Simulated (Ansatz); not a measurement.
Another site gives an ion 0.75 eV lower (`[NH2+]=C=O`) at the level frozen-core CCSD(T)/cc-pVTZ // M06-2X/def2-TZVP (Ansatz, a program for electronic structure).

The numbers are results of frozen-core CCSD(T)/cc-pVTZ // M06-2X/def2-TZVP (Ansatz), not measurements.

Ansatz 0.2 input:
```yaml
crystal:
  periodic: [false, false, false]
  atoms:
    - { symbol: N, position_ang: [1.079887, 0.098294, 0.082111] }
    - { symbol: C, position_ang: [-0.029554, -0.025913, -0.131536] }
    - { symbol: O, position_ang: [-1.212857, -0.17648, -0.469528] }
    - { symbol: H, position_ang: [2.065684, 0.209859, 0.277458] }
    - { symbol: H, position_ang: [-1.891414, -0.115224, 0.236306] }
basis:
  gaussian: { orbitals: cc-pVTZ }
correlation:
  method: ccsd_t
total_charge: 1
```

Output:

```
Functional definition: HF
700 factors; integrals over basis functions are off by at most 1.1e-3 eV
mean field evaluation 1: about -4570.6255 eV, gradient 4.7e1 eV
mean field evaluation 2: about -4570.6287 eV, gradient 4.7e1 eV
mean field evaluation 4: about -4574.1463 eV, gradient 3.4e0 eV
mean field evaluation 8: about -4574.1793 eV, gradient 1.7e-1 eV
mean field evaluation 16: about -4574.1703 eV, gradient 1.4e0 eV
mean field -4574.17948858 eV, -168.0979957149 hartree, gradient 2.1e-6 eV, S^2 0.000000; 0 other end points of the search recorded, 0 dependent functions left out
3 core orbitals not correlated
reference -4574.17948858 eV, -168.0979957149 hartree; 8, 8 occupied and 107, 107 virtual orbitals, 700 factors
second order -15.43835371 eV of doubles, -0.00000000 eV of singles
cycle   1  -15.06008597 eV  change    3.8e-1 eV  update   9.2e-2
cycle   2  -15.45952039 eV  change   -4.0e-1 eV  update   2.9e-2
cycle   3  -15.55952046 eV  change   -1.0e-1 eV  update   1.3e-2
cycle   4  -15.54878135 eV  change    1.1e-2 eV  update   3.0e-3
cycle   5  -15.54883281 eV  change   -5.1e-5 eV  update   1.1e-3
cycle   6  -15.54968511 eV  change   -8.5e-4 eV  update   3.1e-4
cycle   7  -15.54962486 eV  change    6.0e-5 eV  update   1.0e-4
cycle   8  -15.54961113 eV  change    1.4e-5 eV  update   2.9e-5
cycle   9  -15.54962168 eV  change   -1.1e-5 eV  update   1.2e-5
perturbative correction -0.69908277 eV, -0.0256908178 hartree
Total energy: -4590.42819303 eV, -168.6951245897 hartree
```

Cost: about 17 core-seconds (a rough figure).
